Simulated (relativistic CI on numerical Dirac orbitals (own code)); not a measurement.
# Slater and spin-orbit integrals, Mo³⁸⁺

Computed by Dirac-Coulomb-Breit CI, KLI orbitals optimised for each configuration, QED by a radiative potential, unscaled Slater integrals (own radial code, finite nucleus).

Slater integrals F^k, G^k are unscaled and averaged over j, outside the closed core 1s2; ζ comes from projecting the Hamiltonian with its Breit term on Σ l·s of the shell.

- 2s 2p: G^1(2s,2p) = 813920, ζ(2p) = 663050 cm⁻¹; <r>(2s) = 0.1432, <r^2>(2s) = 0.02407, <r>(2p) = 0.1228, <r^2>(2p) = 0.0182 (bohr units).
- 2p2: F^2(2p,2p) = 776630, ζ(2p) = 659320 cm⁻¹; <r>(2p) = 0.123, <r^2>(2p) = 0.01826 (bohr units).
- 2p 3s: ζ(2p) = 673070, G^1(2p,3s) = 83569 cm⁻¹; <r>(2p) = 0.1223, <r^2>(2p) = 0.01805, <r>(3s) = 0.3298, <r^2>(3s) = 0.1237 (bohr units).

Averages of the first 10 configurations, taken without configuration mixing, which lowers the lowest level and can move excited configurations by several eV; other configurations of the list can lie among them:

```
Configuration  Parity  States  Average energy above the lowest level (eV)
          2s2    even       1                                         9.4
        2s 2p     odd      12                                       173.9
          2p2    even      15                                       371.9
        2p 3s     odd      12                                      3309.6
        2p 3p    even      36                                      3363.9
        2s 3s    even       4                                      3134.4
        2s 3p     odd      12                                      3191.2
        2s 3d    even      20                                      3230.2
        2s 4s    even       4                                      4206.9
        2s 4p     odd      12                                      4230.3
```
